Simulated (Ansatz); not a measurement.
Ansatz (a first-principles code) input:

Ansatz 0.2 input:
```yaml
crystal:
  periodic: [false, false, false]
  atoms:
    - {symbol: Si, position_ang: [0.35266440, 0.27408391, -0.22248056]}
    - {symbol: O, position_ang: [1.40512357, -0.63010530, -0.93504967]}
    - {symbol: O, position_ang: [0.67234995, 1.00557999, 1.19311495]}
    - {symbol: O, position_ang: [-0.53987699, 1.30340986, -1.08559507]}
    - {symbol: N, position_ang: [-0.71811122, -1.14018665, 0.10057300]}
    - {symbol: H, position_ang: [1.32053192, 0.61793254, 1.77300676]}
    - {symbol: H, position_ang: [-0.94605799, 2.03726133, -0.63180128]}
    - {symbol: H, position_ang: [-1.21091674, -1.46528005, -0.71740876]}
    - {symbol: H, position_ang: [-0.29038875, -1.92316834, 0.57055807]}
basis:
  gaussian:
    orbitals: def2-TZVP
hamiltonian:
  xc: b3lyp
  dispersion: d3bj
magnetization: {spin_polarized: true, initial_magnetization: 1}
relax: {f_tol: 0.002, max_steps: 150}
```

Problem. What final total energy does it print?

Solution. -572.60963 Eh (B3LYP-D3(BJ)/def2-TZVP). The basis has 185 functions.

It need not be the lowest isomer of its formula.
